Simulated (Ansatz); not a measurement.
Saddle point of CH7ClGe, singlet (GeH₃Cl ([Cl][GeH3]) + CH₄ → CH₆Ge ([CH3][GeH3]) + HCl; bonds formed: Ge1–C7, Cl2–H6; bonds broken: Ge1–Cl2, H6–C7), PBE0-D4/def2-TZVP structure:

| atom | x (Å) | y (Å) | z (Å) |
| --- | --- | --- | --- |
| Ge1 | -0.7481 | 0.1700 | -0.8563 |
| Cl2 | 1.8975 | 0.4307 | -1.4269 |
| H3 | -0.6150 | -0.9564 | -1.8697 |
| H4 | -2.0276 | -0.0925 | -0.0120 |
| H5 | -0.7368 | 1.6398 | -1.2474 |
| H6 | 0.9276 | 0.0366 | 0.0294 |
| C7 | 0.3187 | -0.2436 | 1.0790 |
| H8 | -0.1338 | -1.2257 | 1.1980 |
| H9 | -0.2189 | 0.5328 | 1.6193 |
| H10 | 1.3365 | -0.2917 | 1.4866 |

Energies are electronic, without zero-point energy. Barriers and step energies count from the start structure reached by relaxing down the imaginary mode; all methods use the PBE0-D4 structures, on which another method's saddle can fall below an end. Ansatz 0.2.0; basis: def2-TZVPP, with def2-QZVPP for the basis limit; cores frozen in the correlated methods. Filled d shells of the heavier atoms are correlated. The def2 sets are not built for correlating such inner shells, so the correlated values are less sure here. B3LYP uses VWN-RPA correlation. Extrapolation: Hartree–Fock as exp(−7.88 √X), correlation as X^−2.97.

```json
{"method": "SPW92", "barrier (kcal/mol)": "48.74", "step energy (kcal/mol)": "16.87"}
{"method": "PBE-D4", "barrier (kcal/mol)": "56.15", "step energy (kcal/mol)": "19.63"}
{"method": "BLYP-D4", "barrier (kcal/mol)": "60.14", "step energy (kcal/mol)": "20.66"}
{"method": "r2SCAN-D4", "barrier (kcal/mol)": "59.44", "step energy (kcal/mol)": "21.12"}
{"method": "B97M-V", "barrier (kcal/mol)": "63.80", "step energy (kcal/mol)": "21.90"}
{"method": "PBE0-D4", "barrier (kcal/mol)": "59.92", "step energy (kcal/mol)": "20.42"}
{"method": "B3LYP-D4", "barrier (kcal/mol)": "63.00", "step energy (kcal/mol)": "21.26"}
{"method": "r2SCAN0-D4", "barrier (kcal/mol)": "61.90", "step energy (kcal/mol)": "21.39"}
{"method": "BHLYP-D4", "barrier (kcal/mol)": "?", "step energy (kcal/mol)": "22.53"}
{"method": "CAM-B3LYP-D4", "barrier (kcal/mol)": "64.80", "step energy (kcal/mol)": "20.99"}
{"method": "wB97X-V", "barrier (kcal/mol)": "64.67", "step energy (kcal/mol)": "21.15"}
{"method": "wB97M-V", "barrier (kcal/mol)": "?", "step energy (kcal/mol)": "20.95"}
{"method": "B2PLYP", "barrier (kcal/mol)": "65.25", "step energy (kcal/mol)": "21.37"}
{"method": "PBE-QIDH", "barrier (kcal/mol)": "63.20", "step energy (kcal/mol)": "20.73"}
{"method": "RPA on PBE", "barrier (kcal/mol)": "?", "step energy (kcal/mol)": "19.19"}
{"method": "HF", "barrier (kcal/mol)": "78.90", "step energy (kcal/mol)": "25.79"}
{"method": "MP2", "barrier (kcal/mol)": "64.01", "step energy (kcal/mol)": "19.80"}
{"method": "CCSD", "barrier (kcal/mol)": "67.71", "step energy (kcal/mol)": "19.91"}
{"method": "CCSD(T)", "barrier (kcal/mol)": "65.36", "step energy (kcal/mol)": "19.42"}
```

Task: Fill in the withheld barriers. (Judge from chemistry; the value comes from the calculation.)

Result: The calculation gives: BHLYP-D4 67.33; wB97M-V 63.20; RPA on PBE 66.00 kcal/mol. Each is the energy of the saddle less that of the start structure, by the same method.

For comparison, the barrier by CCSD(T) at an estimated basis limit (MP2 extrapolated from triple and quadruple zeta, plus CCSD(T) − MP2 in triple zeta) is 63.61 kcal/mol.

The T1 diagnostic stays at or below 0.011. The start structure is not quite a true minimum (one mode of 27i cm⁻¹).

Labels in which every atom is bracketed show which atoms are joined, not bond orders.

For scale, one of the runs: CCSD(T)/def2-TZVPP, 219 basis functions, launched by `ansatz run in.yaml --threads 4 --pin off --events-out ev --progress --plain --max-ram 9574MiB`. The run took 88 s on 4 CPU threads of an Arm Neoverse V2 (shared host), with 3.2 GiB of host memory at its peak.
